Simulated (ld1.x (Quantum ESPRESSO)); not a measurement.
Before and after: TM potential for S (Z = 16)

ld1.x (Quantum ESPRESSO) 7.5 input, shortened:

```
&input
   title='S', zed=16., rel=2, dft='PBE', iswitch=3,
   config='[Ne] 3s2 3p4 3d-2', rel_dist='average'
 /
 &inputp
   pseudotype=2, tm=.true., lloc=0,
   nlcc=.true., new_core_ps=.true., rcore=1.15
 /
3
3P  2  1   4.00   0.00  1.60  1.60  0.0
3D  3  2  -2.00   0.10  1.60  1.60  0.0
3S  1  0   2.00   0.00  1.45  1.45  0.0
 &test
   configts(1)='3s2 3p4'
 /
```

Open shells are filled in proportion to 2j + 1 (rel_dist='average').

All-electron outer shells of the reference configuration (PBE, scalar-relativistic, ld1.x):

| shell | level (eV) | outermost node (bohr) | outermost maximum (bohr) |
| --- | --- | --- | --- |
| 2s | -211.71 | 0.13 | 0.39 |
| 2p | -156.51 | – | 0.33 |
| 3s | -17.26 | 0.60 | 1.40 |
| 3p | -7.01 | 0.58 | 1.61 |

Change: all radii but the core radius scaled by about 0.72 (s 1.04, p 1.16, d 1.16 bohr).

Cutoffs: the cutoffs (Ry, on a coarse ladder) from which the occupation-weighted sum of valence levels, in a spherical-Bessel basis at the reference potential, stays within 10 and 1 mRy of its value at 400 Ry; they do not see the model core or the augmentation charge, which bear on the density cutoff. Errors are all-electron minus pseudo energies relative to the spin-unpolarised reference configuration.

Question: How do hardness, ghosts and transferability respond?

Answer: The potential gets harder (40 Ry and 60 Ry → 110 Ry and 230 Ry); of the 7 tests that both files solve, the error grows in 5 and shrinks in 0 by more than 15 % and 0.3 meV (median size 4.1 → 6.2 meV); neither file shows a bound ghost. A smaller radius makes the pseudo-wave follow the all-electron one further in, where it bends more sharply, so more plane waves are needed. That the errors move this way runs against the usual rule that smaller radii transfer better.

```csv
quantity,base,changed
"cutoff, loose",40 Ry,110 Ry
"cutoff, tight",60 Ry,230 Ry
loose cutoff by channel (10 mRy a level),"p 10 Ry, s 21 Ry","p 60 Ry, s 70 Ry"
bound ghosts,none,none
"error for 3s2 3p3, meV [ΔE 11.77 eV]",+4.1,+6.2
"error for 3s2 3p2, meV [ΔE 34.05 eV]",+27,+37
"error for 3s2 3p1, meV [ΔE 68.09 eV]",+90,+111
"error for 3s2 3p3.5, meV [ΔE 4.66 eV]",+0.7,+1.3
"error for 3s2 3p0, meV [ΔE 114.89 eV]",+222,+247
"error for 3s2 3p4.3, meV [ΔE -1.71 eV]",+0.2,+0.2
"error for 3s1 3p5, meV [ΔE 10.31 eV]",-0.6,+1.4
```
